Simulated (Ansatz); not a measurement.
`[SiH3][SiH2][GeH3]` + NH₃ → `N[SiH2][GeH3]` + SiH₄ at 700 K and 1 bar (cleavage of the Si–Si bond).

Program: Ansatz. Geometries: PBE0-D4/def2-TZVP. ΔE: electronic, gas phase. CBS: MP2 limit from def2 TZ/QZ plus the TZ coupled-cluster correction, frozen cores. This one scheme is used for every species. For Ge outer-core shells are correlated without core-valence functions, which leaves a few kJ/mol of doubt a bond. Scalar relativity is left out up to krypton. Each species was taken in one conformer, which may not be the lowest.

```tsv
species	CCSD(T)/CBS energy (Eh)	H − E (kJ/mol)	S (J/(mol·K))
`[SiH3][SiH2][GeH3]`	-2659.06477	256.6	497.5
NH₃	-56.50880	116.9	226.5
`N[SiH2][GeH3]`	-2424.12162	249.8	454.9
SiH₄	-291.46306	115.5	252.9
```

H − E and S are ideal-gas, rigid-rotor, harmonic terms from PBE0-D4/def2-TZVP, for one conformer and one mirror image of each species. 1 Eh = 2625.50 kJ/mol, R = 8.31446 J/(mol·K).

By hand: ΔE, ΔH, ΔS and ΔG.

ΔE = (-2424.12162) + (-291.46306) − (-2659.06477) − (-56.50880) = -0.01111 Eh = -29.2 kJ/mol. Δ(H − E) = 249.8 + 115.5 − 256.6 − 116.9 = -8.2, so ΔH = -37.4 kJ/mol. ΔS = 454.9 + 252.9 − 497.5 − 226.5 = -16.2 J/(mol·K). ΔG = -37.4 − 700 × (-16.2)/1000 = -26.1 kJ/mol.

By hand: the equilibrium constant, and the temperature at which ΔG would vanish if ΔH and ΔS stayed fixed.

log₁₀ K = −ΔG/(RT ln 10) = 1.9. ΔG = 0 at ΔH/ΔS = 2309 K, though so small a ΔS makes that figure unsure.

ΔH outweighs TΔS. A doubt of 5 kJ/mol in ΔE shifts log₁₀ K by 0.4 here. Other conformers and mirror images would add mixing entropy, several J/(mol·K) or more a flexible species. These are equilibria of isolated gas molecules and say nothing of rates. Largest T1 diagnostic: 0.013 (customary marks: 0.02 for closed shells, 0.045 for open ones).
